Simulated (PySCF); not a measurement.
Species: C₆H₁₁N₂ (doublet state).
Numbering: `[CH3:1][CH2:2][CH2:3][N:4]1[CH2:5][CH:6][CH:7]=[N:8]1` (hydrogens: H9, H10, H11 on C1; H12, H13 on C2; H14, H15 on C3; H16, H17 on C5; H18 on C6; H19 on C7)

Cartesian coordinates in Å at the GFN2-xTB level; atoms count from 1:
```xyz
19
C6H11N2 angstrom
C     -2.0565    1.0207   -0.1508
C     -1.8116   -0.4811   -0.1043
C     -0.7053   -0.8412    0.8998
N      0.5640   -0.2913    0.5537
C      1.4206   -0.7819   -0.5006
C      2.5631    0.1721   -0.3880
C      2.2490    1.0364    0.6219
N      1.0632    0.7732    1.1860
H     -2.8116    1.2623   -0.8952
H     -1.1394    1.5480   -0.4014
H     -2.3971    1.3791    0.8175
H     -1.5307   -0.8414   -1.0964
H     -2.7260   -0.9984    0.1916
H     -0.9651   -0.4446    1.8836
H     -0.6151   -1.9330    0.9658
H      0.9183   -0.7435   -1.4816
H      1.7013   -1.8336   -0.3232
H      3.4405    0.1462   -1.0003
H      2.8284    1.8612    0.9911
```

The hyperfine couplings belong to this conformer and change with its torsions.

Computed with PySCF, UKS B3LYP, pcH-1 on C H N, non-relativistic, mean-field spin-orbit, GIAO. Isolated species at its GFN2-xTB geometry (one conformer only). The geometry wasn't refined by DFT: couplings that depend on bond lengths, twists or pyramidal angles can differ widely from those at the functional's own minimum. The SCF solution wasn't tested for stability.

What is the g tensor, term by term?

```csv
Δg (ppm),1,2,3
relativistic mass correction,-206,-206,-206
gauge correction,-8,41,40
orbital Zeeman/spin–orbit,1,1330,2365
total,-214,1164,2199
```

So g = 2.00211, 2.00348, 2.00452 and g_iso = 2.00337; the tensor is rhombic: the two nearest values differ by 43 % of g3 − g1. Axes: g2 points within 2° of the C6–C7 bond and g3 points within 10° of the C3–N4 bond.

What are the electron Larmor frequencies g μB B/h along the three axes at 3350 mT?

93.8736, 93.9382, 93.9867 GHz for g1, g2 and g3, a range of 113.1 MHz.

What effective moment and Curie constant follow for a powder?

With the mean of g² = 4.0135 and S(S+1) = 0.75: μ_eff = √(⟨g²⟩S(S+1)) = 1.735 μB and χT = 0.12505·⟨g²⟩·S(S+1) = 0.376 cm³ K/mol (cgs; spin-Hamiltonian part alone).

In a frozen sample, at which fields do the three g values resonate at 9.5, 34, 94 and 263 GHz (hyperfine left aside), and which band first spreads them over more than twice a line width of 0.5 mT?

```json
{"band": "X", "GHz": "9.5", "B(g3) mT": "338.61", "B(g2) mT": "338.79", "B(g1) mT": "339.02", "spread mT": "0.41"}
{"band": "Q", "GHz": "34.0", "B(g3) mT": "1211.87", "B(g2) mT": "1212.50", "B(g1) mT": "1213.33", "spread mT": "1.46"}
{"band": "W", "GHz": "94.0", "B(g3) mT": "3350.47", "B(g2) mT": "3352.21", "B(g1) mT": "3354.51", "spread mT": "4.04"}
{"band": "J", "GHz": "263.0", "B(g3) mT": "9374.20", "B(g2) mT": "9379.04", "B(g1) mT": "9385.50", "spread mT": "11.30"}
```

The spread grows in proportion to the frequency. Q band is the first where it exceeds 1.0 mT.

The largest Mulliken spin populations are on C6 (+0.47), N8 (+0.41), N4 (+0.25) and C7 (-0.17). Three atoms exceed +0.15. The positive populations add up to 1.29 and the negative ones to -0.29, together 2S = 1.

The HOMO–LUMO gaps are 5.26 eV among the α and 4.87 eV among the β orbitals.

Time: 2.1 min wall (with the writing of density and orbital grids); peak memory 1.0 GiB. Hardware: one thread of an Arm Neoverse V1, no GPU, on a shared host.
